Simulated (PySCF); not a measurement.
C4H9FO2Si2.
Structure used (GFN2-xTB), in Å, numbered top down from 1:
```
atom  x, y, z in Å
C1     2.8492   -0.4901   -0.8452
C2     2.0883    0.2667   -0.0770
C3     0.8151   -0.1798    0.5620
C4    -0.3675    0.6786    0.0975
O5    -1.5265    0.3249    0.8569
Si6   -2.7242   -0.4367    0.0967
F7    -4.0830    0.3705    0.3160
O8    -2.2807   -0.3052   -1.4709
Si9   -0.8475    0.4190   -1.7579
H10    3.7639   -0.1250   -1.2797
H11    2.5936   -1.5140   -1.0619
H12    2.3708    1.2909    0.1293
H13    0.6123   -1.2267    0.3270
H14    0.8989   -0.0865    1.6494
H15   -0.1575    1.7250    0.3459
H16   -2.9146   -1.8210    0.4354
H17   -1.0899    1.6806   -2.4418
H18   -0.0095   -0.5648   -2.4229
```

Definitions: NICS(0) = −σiso at the ring centroid; NICS(1) = −σiso and NICS(1)zz = −σzz at ±1 Å along the ring normal z. Level: GIAO PBE0/pcSseg-1 (PySCF, non-relativistic, gas phase) on the GFN2-xTB geometry, one conformer.

Ring bond lengths (Å), with Mayer bond orders in brackets: C4–O5 1.430 (0.83), O5–Si6 1.610 (1.03), Si6–O8 1.634 (0.96), O8–Si9 1.631 (0.94), Si9–C4 1.934 (0.85).

Give the NICS values of each ring in ppm.

| ring | type | NICS(0) | NICS(1), two faces | NICS(1)zz, two faces | rms pucker (Å) | centre to ring atoms, mean (Å) |
| --- | --- | --- | --- | --- | --- | --- |
| C4–O5–Si6–O8–Si9 | 5-membered ring with 2 O and 2 Si; formal bonds all single | -6.4 | -2.4 / -3.0 | -3.0 / -3.4 | 0.05 | 1.40 |

What do they say, and how far can they be read as aromaticity?

- C4–O5–Si6–O8–Si9: mean NICS(1)zz -3.2 ppm, shielded. C4, Si6, Si9 have four or more neighbours, and the NICS criterion for π rings isn't applied.

The run took 98 s wall (with the writing of density and orbital grids) on one thread, Arm Neoverse N1 (aarch64) (shared host), and the process peaked at 0.88 GiB of memory. This is the whole shielding run at PBE0/pcSseg-1, SCF included.
